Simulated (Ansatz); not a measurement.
(ZnTe)n off: PBE0-D4/def2-SVP single points in Ansatz on relaxed structures, gas phase. Each cluster is the lowest isomer that a short search found in that spin, judged at the geometry's level, and lower ones may exist. Core potentials for Te, no spin–orbit coupling. Singlets are spin-restricted. The structures are stationary points that may keep the symmetry of their start. Remarks come from the PBE and PBE0 runs and from stability tests at other levels; not every state was tested. HOMO above LUMO (over both spins in singlets and doublets, within one spin in higher multiplets; at PBE or PBE0), or a gap under 0.15 eV within one spin, warns that the state may not be the lowest or that an electron is smeared out.

```csv
species,atoms,state,geometry,HOMO (eV),LUMO (eV),gap (eV),lowest of the spins relaxed,point group (within 0.1 Å),remarks
ZnTe2,3,singlet,B3LYP-D4/def2-TZVP,-5.42,-3.57,1.85,–,C2v,"triplet lower at PBE0, triplet lowest at PBE0"
Zn5Te4,9,singlet,PBE-D4/def2-SVP,-6.21,-2.13,4.07,"singlet, of singlet/triplet/quintet",–,gap within one spin near zero at PBE or PBE0 (triplet)
```

Estimate the rows for Zn2Te (singlet, PBE-D4/def2-TZVP geometry).


```json
{"species": "Zn2Te", "atoms": "3", "state": "singlet", "geometry": "PBE-D4/def2-TZVP", "HOMO (eV)": "-5.59", "LUMO (eV)": "-3.25", "gap (eV)": "2.35", "lowest of the spins relaxed": "–", "point group (within 0.1 Å)": "D∞h", "remarks": "triplet lower at PBE0, triplet lowest at PBE0"}
```

The gap (eV) runs from 1.85 (ZnTe2) to 4.07 (Zn5Te4).
